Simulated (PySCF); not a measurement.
Isomers of C6H6N2Si. Computed, not measured: PySCF, TDDFT CAM-B3LYP/def2-SVPD, vertical, gas phase, core orbitals frozen in the response. Geometries: GFN2-xTB; one conformer of each isolated species. Triplets are in the Tamm–Dancoff approximation. 'Strongest' means the level of largest summed f among the lowest 8 singlets; it needn't be the same kind of state in each.

**Question.** Rank by computed HOMO energy, lowest first.
A. `C=CC#C[Si@@H](C#N)N=C`
B. `N#CC1=C[C@@H](C#N)C[SiH2]1`
C. `C#Cc1cnncc1[SiH3]`
D. `C=C/C(C#N)=C/[SiH2]C#N`
E. `CC#CC([SiH3])(C#N)C#N`

**Answer.** B (-9.78 eV), E (-9.50 eV), D (-9.18 eV), A (-8.73 eV), C (-8.22 eV).

| SMILES | HOMO (eV) | gap (eV) | f (S1) | first f ≥ 0.01 (nm) | strongest (eV) | S1 mainly |
| --- | --- | --- | --- | --- | --- | --- |
| N#CC1=C[C@@H](C#N)C[SiH2]1 | -9.78 | 8.79 | 0.017 | 216 | 6.04 | H-1→L (77%) |
| CC#CC([SiH3])(C#N)C#N | -9.50 | 9.76 | 0.001 | 186 | 7.51 | H→L+3 (68%) |
| C=C/C(C#N)=C/[SiH2]C#N | -9.18 | 7.55 | 0.597 | 240 | 5.17 | H→L (97%) |
| C=CC#C[Si@@H](C#N)N=C | -8.73 | 7.99 | 0.000 | 238 | 5.21 | H→L+1 (52%) |
| C#Cc1cnncc1[SiH3] | -8.22 | 7.02 | 0.003 | 238 | 5.22 | H→L (95%) |

H and L stand for HOMO and LUMO.
